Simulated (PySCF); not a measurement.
# Unknowns

[PySCF 2.14.0 with density-fitted response routines: geometry from GFN2-xTB; shielding tensors at PBE0/pcSseg-1 (GIAO); no solvent; one averaged value for each set of equivalent atoms; single conformer; non-relativistic Hamiltonian]

References, each an isolated molecule treated in the same way: $^{1}$H (σ = 31.72 ppm), $^{13}$C (σ = 186.93 ppm) against TMS. Splittings of carbon signals by F and P are missing where no couplings were computed. Where no couplings were computed, multiplicities follow the n + 1 count of equivalent neighbours, and m marks all less simple cases (inequivalent or close neighbours, rings, F or P nearby). Shifts are as computed. Against solution values, carbons near 30 ppm lie about +3 ppm off and those near 130 ppm about +5 ppm. Of 246 compounds with measured shifts, 49 miss one by over three times the rms of a fit or turn the order of signals round; such compounds aren't used in these exercises. OH and NH positions are gas-phase values without hydrogen bonding to other molecules.

Task: C5H4FN. $^{1}$H NMR (400 MHz, computed): δ 8.65 (m, 1H), 8.03 (m, 1H), 7.25 (m, 1H), 7.04 (m, 1H). $^{13}$C{$^{1}$H} NMR (computed): δ 174.2 (C), 155.1 (CH), 146.3 (CH), 125.3 (CH), 114.5 (CH). Give a structure.

Result: SMILES Fc1ccccn1. The formula gives 4 degrees of unsaturation (1 ring in the answer). 5 carbon signals for 5 carbons: no two carbons are equivalent. Carbon types of the structure: 1 × C, 4 × CH, which accounts for all hydrogens. δC 174.2: aromatic carbon bearing fluorine; the electronegative substituent deshields the carbon that carries it. δC 155.1: aromatic CH next to a ring nitrogen; the adjacent pyridine-type nitrogen withdraws density from it. δC 146.3, 125.3, 114.5: aromatic CH. δH 8.65: hydrogen on an aromatic CH next to a ring nitrogen; ring current plus the neighbouring ring nitrogen.

This is the structure that produced the data.

Task: C3H9N. $^{1}$H NMR (300 MHz, computed): δ 3.41 (sept, 1H), 1.03 (d, 6H), 0.70 (br s, 2H). $^{13}$C{$^{1}$H} NMR (computed): δ 47.2 (CH), 27.1 (CH3). Identify the compound.

Result: SMILES CC(C)N. Rings plus π bonds: 0. 2 carbon signals for 3 carbons: some carbons are equivalent by symmetry or fast rotation. Carbon types of the structure: 1 × CH, 2 × CH3, leaving 2 H on heteroatoms. δC 47.2: sp3 CH bonded to N; the inductive effect lowers its shielding. δC 27.1: methyl carbon; aliphatic region, no heteroatom directly attached. δH 3.41: hydrogen on an sp3 CH bonded to N; its carbon carries N, hence the downfield position. δH 0.70: hydrogen on an amine nitrogen; exchangeable; this is the value without hydrogen bonding to other molecules.

Task: C7H7F. $^{1}$H NMR (300 MHz, computed): δ 7.46 (m, 2H), 7.27 (m, 2H), 2.47 (s, 3H). $^{13}$C{$^{1}$H} NMR (computed): δ 171.1, 138.4, 135.7, 121.2, 23.4. Identify the compound.

Result: `Cc1ccc(F)cc1`. Rings plus π bonds: 4 (1 ring in the answer). 5 carbon signals for 7 carbons: some carbons are equivalent by symmetry or fast rotation. Carbon types of the structure: 2 × C, 4 × CH, 1 × CH3, which accounts for all hydrogens. δC 171.1: aromatic carbon bearing fluorine; an ipso carbon deshielded by its heteroatom. δC 138.4: substituted aromatic carbon. δC 135.7, 121.2: aromatic CH. δC 23.4: methyl carbon on an aromatic ring; saturated and bonded to C and H only.

The data come from this structure; uniqueness wasn't tested.
